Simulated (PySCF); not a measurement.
Sn(Cl)(Me)2(OH) (C2H7ClOSn), SMILES [Sn]([OH])([Cl])([CH3])[CH3]. Atoms are numbered in the order given.

```xyz
12

C      1.8691    -0.7550    -1.0024
Sn     0.0071     0.0461    -0.2517
C     -1.8697    -0.5194    -1.1376
O     -0.0258     2.0545    -0.3476
Cl    -0.0472    -0.5320     2.0699
H      1.9982    -0.4537    -2.0594
H      2.7040    -0.3623    -0.3927
H      1.8433    -1.8584    -0.9247
H     -2.4920    -0.9912    -0.3551
H     -2.3559     0.4053    -1.5009
H     -1.7114    -1.2248    -1.9745
H      0.6694     2.4355     0.2223
```
Charge 0, spin multiplicity 1.

Geometry: PBE-D3(BJ)/def2-SVP. The def2 effective core potentials stand for the cores of Sn; spin–orbit coupling is left out. Other conformers were not sampled.

Method: TDA-PBE/def2-SVPD run with PySCF.

Vertical excitations. Gas-phase values at a fixed geometry.

```json
[
 {"state": "S1", "energy (eV)": "5.25", "λ (nm)": "236", "f": "0.057", "main pairs": "HOMO→LUMO 82 %, HOMO−1→LUMO 13 %"},
 {"state": "S2", "energy (eV)": "5.50", "λ (nm)": "225", "f": "0.058", "main pairs": "HOMO−1→LUMO 76 %"},
 {"state": "S3", "energy (eV)": "5.60", "λ (nm)": "221", "f": "0.037", "main pairs": "HOMO−2→LUMO 89 %"},
 {"state": "S4", "energy (eV)": "6.19", "λ (nm)": "200", "f": "0.008", "main pairs": "HOMO→LUMO+1 87 %"},
 {"state": "S5", "energy (eV)": "6.32", "λ (nm)": "196", "f": "0.007", "main pairs": "HOMO→LUMO+2 56 %, HOMO−3→LUMO 34 %"},
 {"state": "S6", "energy (eV)": "6.46", "λ (nm)": "192", "f": "0.008", "main pairs": "HOMO−1→LUMO+1 79 %"},
 {"state": "S7", "energy (eV)": "6.48", "λ (nm)": "191", "f": "0.046", "main pairs": "HOMO→LUMO+2 26 %, HOMO−3→LUMO 24 %, HOMO−2→LUMO+1 18 %, HOMO−1→LUMO+1 17 %"},
 {"state": "S8", "energy (eV)": "6.61", "λ (nm)": "188", "f": "0.027", "main pairs": "HOMO−2→LUMO+1 31 %, HOMO−4→LUMO 22 %, HOMO−1→LUMO+2 14 %, HOMO−3→LUMO 10 %"},
 {"state": "S9", "energy (eV)": "6.64", "λ (nm)": "187", "f": "0.022", "main pairs": "HOMO−1→LUMO+2 55 %, HOMO−2→LUMO+1 32 %"},
 {"state": "S10", "energy (eV)": "6.75", "λ (nm)": "184", "f": "0.032", "main pairs": "HOMO−2→LUMO+2 44 %, HOMO−4→LUMO 25 %, HOMO−1→LUMO+2 16 %"},
 {"state": "T1", "energy (eV)": "4.73", "λ (nm)": "262", "f": "0", "main pairs": "HOMO→LUMO 98 %"},
 {"state": "T2", "energy (eV)": "5.06", "λ (nm)": "245", "f": "0", "main pairs": "HOMO−1→LUMO 97 %"},
 {"state": "T3", "energy (eV)": "5.21", "λ (nm)": "238", "f": "0", "main pairs": "HOMO−2→LUMO 98 %"},
 {"state": "T4", "energy (eV)": "5.79", "λ (nm)": "214", "f": "0", "main pairs": "HOMO−3→LUMO 95 %"}
]
```
Triplets are in the Tamm–Dancoff approximation.
